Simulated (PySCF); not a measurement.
Isomers of C4H13NSi2, one GFN2-xTB conformer each. Single-point energies are computed at PBE0/pcSseg-1 (PySCF, gas phase, no added dispersion term), electronic only.

Question: Rank them by PBE0/pcSseg-1 energy, lowest first (kJ/mol).
A. `[CH3:1][NH:2][Si@H:3]1[CH2:4][Si@H:5]([CH3:6])[CH2:7]1` with C1–N2–Si3–C4 -169°
B. `[CH2:1]=[C:2]([CH3:3])[Si@@:4]([CH3:5])([NH2:6])[SiH3:7]` with C1–C2–Si4–C5 123°, C2–Si4–N6–H -163° and 61°
C. `CN(C)/C([SiH3])=C\[SiH3]`

Answer: A (0.0), B (63.7), C (252.0).

As drawn, the lowest has a four-membered ring and an N–H bond, which the highest lacks; the highest has a C=C bond outside aromatic rings, which the lowest lacks. GFN2-xTB itself gives, in the same order: 0.0, 22.4, 12.7. Both levels put the same isomer lowest; measured from each level's own lowest isomer, the values differ by up to 239.3 kJ/mol (CN(C)/C([SiH3])=C\[SiH3]: 12.7 against 252.0).

Q: Which frontier levels, dipoles and rotational constants go with these structures?

A: 
```csv
SMILES,"HOMO (eV, PBE0/pcSseg-1)",LUMO (eV),dipole (D),"A, B, C (MHz)"
CN[Si@H]1C[Si@H](C)C1,-6.59,0.68,0.87,"4531, 904.2, 853.2"
C=C(C)[Si@@](C)(N)[SiH3],-6.97,-0.10,1.15,"2004, 1293, 1024"
CN(C)/C([SiH3])=C\[SiH3],-5.85,-0.47,1.83,"2227, 1193, 848.5"
```
